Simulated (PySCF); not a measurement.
Ga(F)(SiH3)2 (FGaH₆Si₂), SMILES [F][Ga]([SiH3])[SiH3]. Atoms are numbered in the order given.

```xyz
10

Ga    -0.1860    -0.1215     0.0165
F     -1.6834    -1.0915     0.1485
Si    -0.5031     1.8790    -1.3206
H      0.7719     2.2573    -2.0287
H     -0.8775     3.0179    -0.4053
H     -1.5977     1.6991    -2.3367
Si     1.6716    -1.1202     1.2173
H      2.5609    -0.0535     1.8020
H      2.4983    -1.9262     0.2467
H      1.1998    -2.0290     2.3190
```

Coordinates come from a PBE-D3(BJ)/def2-SVP optimisation. The structure was generated by enumeration; whether it is a known compound was not checked.

Computed with PySCF with PBE/def2-TZVP.

Computed frontier levels, gap, dipole moment and polarisability:
The highest occupied level is -6.40 eV. The lowest empty level is -2.95 eV and the orbital gap is 3.45 eV. The dipole moment is 2.05 D, the quadrupole, principal values (traceless, Buckingham form, about the centre of nuclear charge) is -7.20, 0.64, 6.56 D·Å and the mean static polarisability is 98.4 bohr³ (14.57 Å³). The polarisability, principal values comes out as 73.4, 84.2, 137.5 bohr³.
